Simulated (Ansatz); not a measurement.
One change: `[GeH3][GeH2][GeH2][GeH2][GeH3]` becomes `[GeH3][GeH2][GeH2][GeH2][GeH2][GeH3]`.

Ansatz, PBE0-D4/def2-TZVP geometries, multiplicity 1. Each molecule was computed in one conformer, which needn't be the lowest.

Scalar relativity is left out up to krypton.

```
                            property  `[GeH3][GeH2][GeH2][GeH2][GeH3]`
HOMO–LUMO gap (PBE0/def2-TZVPP) / eV                              7.44
 HOMO–LUMO gap (PBE/def2-TZVPP) / eV                              5.66
 LUMO energy (B3LYP/def2-TZVPP) / eV                             -0.46
   LUMO energy (PBE/def2-TZVPP) / eV                             -1.01
 HOMO energy (B3LYP/def2-TZVPP) / eV                             -7.44
  LUMO energy (PBE0/def2-TZVPP) / eV                             -0.22
```

(1) What does the change do to each property? (Estimate.)

## Answers

(1) Ansatz gave: 
```json
{"property": "HOMO–LUMO gap (PBE0/def2-TZVPP) / eV", "`[GeH3][GeH2][GeH2][GeH2][GeH2][GeH3]`": "7.25", "shift": "-0.19"}
{"property": "HOMO–LUMO gap (PBE/def2-TZVPP) / eV", "`[GeH3][GeH2][GeH2][GeH2][GeH2][GeH3]`": "5.49", "shift": "-0.17"}
{"property": "LUMO energy (B3LYP/def2-TZVPP) / eV", "`[GeH3][GeH2][GeH2][GeH2][GeH2][GeH3]`": "-0.59", "shift": "-0.13"}
{"property": "LUMO energy (PBE/def2-TZVPP) / eV", "`[GeH3][GeH2][GeH2][GeH2][GeH2][GeH3]`": "-1.15", "shift": "-0.14"}
{"property": "HOMO energy (B3LYP/def2-TZVPP) / eV", "`[GeH3][GeH2][GeH2][GeH2][GeH2][GeH3]`": "-7.39", "shift": "0.05"}
{"property": "LUMO energy (PBE0/def2-TZVPP) / eV", "`[GeH3][GeH2][GeH2][GeH2][GeH2][GeH3]`": "-0.36", "shift": "-0.14"}
```

With PBE0 the HOMO rises by 0.05 eV and the LUMO falls by 0.14 eV, so the gap narrows by about 0.19 eV. PBE moves the HOMO by 0.04 eV and ωB97M-V by 0.06 eV.

B3LYP here is the variant with VWN-RPA as its local correlation; programs differ in this.
